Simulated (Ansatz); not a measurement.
MnO3Br (MnBrO3). Total charge 0; singlet. Geometry PBE0-D4/def2-SVP.

Cartesian coordinates in Å:
```
Mn -0.041 0.068 0.160
O 0.665 -0.791 1.217
O 0.464 1.516 0.182
O -1.566 0.001 0.307
Br 0.479 -0.795 -1.866
```

The restricted singlet is unstable towards broken spin symmetry in Hartree–Fock (as tested in another run); at PBE-D4/def2-SVP, PBE-D4/def2-TZVP, PBE-D4/def2-TZVPD, revPBE-D4/def2-TZVP and others this wasn't settled.

Question: Estimate the orbital energies around the gap (eV) in Ansatz with PBE-D4/def2-SVP, PBE-D4/def2-TZVP, PBE-D4/def2-TZVPD, revPBE-D4/def2-TZVP, r2SCAN-D4/def2-TZVPD.

Answer: 
| orbital | PBE-D4/def2-SVP | PBE-D4/def2-TZVP | PBE-D4/def2-TZVPD | revPBE-D4/def2-TZVP | r2SCAN-D4/def2-TZVPD |
| --- | --- | --- | --- | --- | --- |
| HOMO−5 | -9.92 | -10.00 | -10.03 | -9.91 | -10.41 |
| HOMO−4 | -9.35 | -9.46 | -9.49 | -9.37 | -9.90 |
| HOMO−3 | -9.35 | -9.46 | -9.49 | -9.37 | -9.90 |
| HOMO−2 | -8.28 | -8.39 | -8.41 | -8.31 | -8.83 |
| HOMO−1 | -7.87 | -7.99 | -8.02 | -7.92 | -8.35 |
| HOMO | -7.87 | -7.99 | -8.02 | -7.92 | -8.35 |
| LUMO | -5.86 | -5.90 | -5.93 | -5.81 | -6.10 |
| LUMO+1 | -5.86 | -5.90 | -5.93 | -5.81 | -6.10 |
| LUMO+2 | -5.10 | -5.15 | -5.18 | -5.06 | -5.32 |
| LUMO+3 | -3.40 | -3.51 | -3.55 | -3.41 | -3.60 |
| LUMO+4 | -3.40 | -3.51 | -3.55 | -3.41 | -3.60 |
| LUMO+5 | 0.05 | 0.00 | -0.44 | 0.04 | 0.22 |
